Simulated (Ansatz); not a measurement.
This geometry of H₆NSbSi (9 atoms, charge 0, multiplicity 1) is a first-order saddle point.

These are results of RKS PBE0/def2-SVP in Ansatz 0.2.0, not measurements.

```xyz
9
Properties=species:S:1:pos:R:3
N -0.401 1.195 -1.653
Sb 1.252 0.640 -0.545
Si 0.159 -1.097 1.075
H -0.456 0.627 -2.497
H -1.281 1.076 -1.154
H 1.021 1.894 0.604
H 1.044 -2.293 1.236
H -1.139 -1.558 0.486
H -0.110 -0.530 2.432
```

Question: Which two structures does it join? (They come from a converged band through this point; their orientation in space is the band's.)

Answer: No bond is made or broken. The dihedral N1–Sb2–Si3–H9 goes from -162 to -41°. The two ends are copies of one structure, up to a mirror image or an exchange of like atoms.

First end point:

```xyz
9
Properties=species:S:1:pos:R:3
N -0.037 0.616 -1.949
Sb 1.097 1.030 -0.269
Si 0.037 -0.739 1.311
H 0.455 -0.049 -2.545
H -0.946 0.209 -1.731
H 0.003 2.221 0.311
H 0.597 -2.088 0.982
H -1.448 -0.800 1.124
H 0.330 -0.446 2.749
```

Last end point:

```xyz
9
Properties=species:S:1:pos:R:3
N -0.500 1.519 -1.266
Sb 1.220 0.468 -0.800
Si 0.144 -1.264 0.809
H -0.912 1.149 -2.121
H -1.213 1.467 -0.540
H 1.605 1.479 0.535
H 1.171 -1.933 1.669
H -0.551 -2.317 0.003
H -0.876 -0.616 1.693
```

Question: How far does it lie above each of them?

Answer: 0.048 eV above the first and 0.048 eV above the second. This is the barrier of this one path; another mechanism may lie lower.

The run took 2.4 min on 1 CPU thread of a shared host.
